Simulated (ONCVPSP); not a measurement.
N ONCV: all-electron and pseudo phase curves

```json
{
  "Element": "nitrogen (N)",
  "Generator": "ONCVPSP 4.0.1",
  "Type": "optimised norm-conserving Vanderbilt (ONCV)",
  "Functional": "LDA (Perdew-Wang 92)",
  "Relativity": "scalar-relativistic",
  "Frozen core": "[He]",
  "Valence charge": "5",
  "Reference configuration": "2s2 2p1 (charge +2)",
  "Partial waves": "2s: rc 0.85 bohr, ncon 5, nbas 9, qcut 6.8 1/bohr, 2 projectors, debl 1.1 Ha; 2p: rc 2.00 bohr, ncon 4, nbas 8, qcut 6.3 1/bohr, 1 projector",
  "Local potential": "polynomial inside 0.55 bohr (lpopt 5, dvloc0 2 Ha)",
  "Core correction": "polynomial model core, fcfact 0.65"
}
```

In the s channel the program set the typed energies aside and used -1.797, 0.250 Ha.

The phase is arctan(r·R′/R) of the radial function R(r), unwrapped; energies in Ha, scanned from -3 to 5 Ha. A pole is an energy at which the radial function vanishes at the test radius. The pseudo phase is shifted by a multiple of π to meet the all-electron one at the reference energy, and phase errors are pseudo minus all-electron; the curves can meet again beyond the range given. Levels narrower than the energy grid can be missing from the lists of poles.

```tsv
channel	radius (bohr)	reference energy (Ha)	poles, all-electron	poles, pseudo	unbroken range about the reference energy with phases within 0.05 rad	phase error 1 Ha above the reference energy (rad)
s	0.86	-1.80	none	none	the whole range	-0.000
p	2.03	-1.38	-1.16, 2.69	-1.16, 3.02	below -0.4	+0.059
```

Phases in the p channel:

```csv
E (Ha),all-electron,pseudo
-2.98,1.227,1.228
-2.76,1.193,1.194
-2.54,1.145,1.148
-2.32,1.074,1.078
-2.10,0.952,0.958
-1.88,0.686,0.697
-1.66,-0.089,-0.075
-1.44,-1.118,-1.118
-1.22,-1.510,-1.508
-1.00,-1.693,-1.686
-0.78,-1.825,-1.809
-0.56,-1.957,-1.924
-0.34,-2.127,-2.060
-0.12,-2.393,-2.251
0.10,-2.844,-2.555
0.32,-3.447,-3.027
0.54,-3.914,-3.559
0.76,-4.182,-3.945
0.98,-4.338,-4.178
1.20,-4.438,-4.321
1.42,-4.508,-4.417
1.64,-4.561,-4.486
1.86,-4.602,-4.538
2.08,-4.637,-4.580
2.30,-4.667,-4.616
2.52,-4.693,-4.647
2.74,-4.718,-4.676
2.96,-4.743,-4.704
3.18,-4.768,-4.733
3.40,-4.794,-4.765
3.62,-4.823,-4.804
3.84,-4.857,-4.856
4.06,-4.898,-4.938
4.28,-4.954,-5.098
4.50,-5.033,-5.564
4.72,-5.160,-6.797
4.94,-5.395,-7.384
```
